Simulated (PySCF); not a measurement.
Computed shifts of a molecule C4H9Al, PBE/pcSseg-1 (PySCF), GIAO, gas phase, atoms alike by connectivity averaged where their shifts nearly agree, in ppm (number of nuclei): ¹³C: 144.1 (1), 107.9 (1), 31.1 (1), -11.9 (1). ¹H: 6.48 (1), 5.34 (1), 5.11 (1), 4.11 (1), 2.49 (1), 2.28 (1), -0.29 (3). References: ¹³C against TMS (σ = 182.0 ppm); ¹H against TMS (σ = 31.49 ppm), references at their B3LYP-D3(BJ)/def2-TZVP geometries, non-relativistic. Geometry optimised at B3LYP-D3(BJ)/def2-SVP. One conformer was computed; it need not be the lowest.

### Question
Identify the compound among the candidates.
A. C=[CH][AlH][CH2]C
B. C=C[CH2][AlH][CH3]
C. C=[CH][Al]([CH3])[CH3]

### Answer
B, C=C[CH2][AlH][CH3]
